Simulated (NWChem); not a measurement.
# CH4BBrO2; SMILES BrB(OC)O

```xyz
9

B     -0.2800    -0.5337     0.0000
Br     0.1445     1.3725     0.0000
O     -1.5796    -0.9536     0.0000
H     -2.2019    -0.2058     0.0003
O      0.7614    -1.3936     0.0001
C      0.5761    -2.8055    -0.0001
H      1.0594    -3.2322    -0.9028
H      1.0713    -3.2334     0.8956
H     -0.4967    -3.0861     0.0067
```
Atoms are numbered in this order, from 1.

Results from NWChem. Geometry: optimised at PBE-D3(BJ)/def2-SVP. Ions are spin-unrestricted doublets at the neutral geometry; other ion states weren't tried.

Problem. Estimate the computed values for Hartree-Fock/def2-SVP. Quantities: vertical ionisation energy, ΔSCF (eV); −ε(HOMO) (eV).

Solution. 
```
Item                                   Result
-------------------------------------  ------
vertical ionisation energy, ΔSCF (eV)   10.63
−ε(HOMO) (eV)                           11.24
```
